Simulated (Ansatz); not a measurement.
Input for Ansatz (a program for electronic structure): R-B3LYP-D3(BJ)/def2-TZVP on HBr.

Ansatz 0.2 input:
```yaml
crystal:
  periodic: [false, false, false]
  atoms:
    - {symbol: Br, position_ang: [0.00000000, 0.00000000, 0.00000000]}
    - {symbol: H, position_ang: [0.00000000, 0.00000000, 1.43400000]}
basis:
  gaussian:
    orbitals: def2-TZVP
hamiltonian:
  xc: b3lyp
  dispersion: d3bj
relax: {f_tol: 0.003, max_steps: 120}
```

Output:

```
WARN ansatz: RAYON_NUM_THREADS=2 ignored (pool sized by the plan → 2); use --threads N
Functional definition: B3LYP
integrals: 0.01 GiB planned
457 factors; their error is unknown
mean field: 0.14 GiB planned
mean field evaluation 1: about -70063.1032 eV, gradient 7.5e0 eV
mean field evaluation 2: about -70063.1729 eV, gradient 4.2e0 eV
mean field evaluation 4: about -70063.2241 eV, gradient 9.5e-2 eV
mean field evaluation 8: about -70063.5729 eV, gradient 2.7e-2 eV
mean field -70063.57287762 eV, -2574.7888124573 hartree, gradient 2.5e-5 eV, S^2 0.000000; 0 other end points of the search recorded, 0 dependent functions left out
the calculation of the forces begins
reference -70063.57303479 eV, -2574.7888182330 hartree; 18, 18 occupied and 36, 36 virtual orbitals, 457 factors
relax step   1: F+E_penalty+E_count = -70063.59151730 eV  Δ(F+E_penalty+E_count) = +0.000e0 eV  max|allowed force component| = 2.246e-1 eV/Å  Δτ_max = 0.0000 Å  (24 SCF iters, accepted)
these checks for a lower state are left out or cut short: starts, cluster_reference, orbital_swaps, neighbouring_geometries, increment
integrals: 0.01 GiB planned
457 factors; their error is unknown
mean field: 0.14 GiB planned
mean field evaluation 16: about -70063.2248 eV, gradient 2.6e-4 eV
mean field -70063.57387723 eV, -2574.7888491923 hartree, gradient 7.8e-6 eV, S^2 0.000000; 0 other end points of the search recorded, 0 dependent functions left out
the calculation of the forces begins
reference -70063.57403435 eV, -2574.7888549663 hartree; 18, 18 occupied and 36, 36 virtual orbitals, 457 factors
relax step   2: F+E_penalty+E_count = -70063.59251809 eV  Δ(F+E_penalty+E_count) = -1.001e-3 eV  max|allowed force component| = 4.315e-2 eV/Å  Δτ_max = 0.0037 Å  (28 SCF iters, accepted)
these checks for a lower state are left out or cut short: starts, cluster_reference, orbital_swaps, neighbouring_geometries, increment
integrals: 0.01 GiB planned
457 factors; their error is unknown
mean field: 0.14 GiB planned
mean field -70063.57391432 eV, -2574.7888505551 hartree, gradient 7.8e-6 eV, S^2 0.000000; 0 other end points of the search recorded, 0 dependent functions left out
the calculation of the forces begins
reference -70063.57407143 eV, -2574.7888563287 hartree; 18, 18 occupied and 36, 36 virtual orbitals, 457 factors
relax step   3: F+E_penalty+E_count = -70063.59255545 eV  Δ(F+E_penalty+E_count) = -3.736e-5 eV  max|allowed force component| = 3.615e-4 eV/Å  Δτ_max = 0.0009 Å  (29 SCF iters, accepted)
integrals: 0.01 GiB planned
457 factors; their error is unknown
mean field: 0.14 GiB planned
mean field evaluation 32: about -70063.2249 eV, gradient 8.3e-5 eV
mean field -70063.57391432 eV, -2574.7888505551 hartree, gradient 7.8e-6 eV, S^2 0.000000; 1 other end points of the search recorded, 0 dependent functions left out
the calculation of the forces begins
reference -70063.57407143 eV, -2574.7888563287 hartree; 18, 18 occupied and 36, 36 virtual orbitals, 457 factors
Total energy: -70063.59271256 eV, -2574.7895413776 hartree
Atom 0 at     0.000000    -0.000000     0.004593 Å, force    -0.000000    -0.000000    -0.000362 eV/Å
Atom 1 at    -0.000000     0.000000     1.429407 Å, force     0.000000     0.000000     0.000362 eV/Å
Dipole moment:    -0.000000     0.000000     0.191982 e Å
```

The run converged.

Cost: around 4 core-seconds (rough).
